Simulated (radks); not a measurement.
Problem. The bismuth ion Bi4+, [Xe] 4f14 5d10 6s1. Calculated with a radial shooting solver on a logarithmic mesh with Libxc functionals: non-relativistic Kohn-Sham, PBE, spin-polarised, spherical densities, point nucleus. Every spin shell is full or empty, so the densities are truly spherical. Functionals are evaluated on that one density, not self-consistently. Rank these orbital-free kinetic functionals by their error against the exact value of the orbitals, and give that value: Thomas-Fermi, von Weizsacker, TF + vW, TF + vW/9, TF + vW/5, revAPBEK, Perdew 92, Pearson, LKT, PG1, DePristo-Kress, Ernzerhof.

Solution. Exact: 20091.6 hartree. From best to worst, with 100 (|E| - |E exact|)/|E exact| (equal figures are ties): revAPBEK +0.19, DePristo-Kress -0.19, Ernzerhof -0.46, Perdew 92 -0.66, TF + vW/9 -0.67, Pearson -0.82, TF + vW/5 +2.44, Thomas-Fermi -4.55, PG1 +12.24, LKT +15.71, TF + vW +30.42, von Weizsacker -65.03.
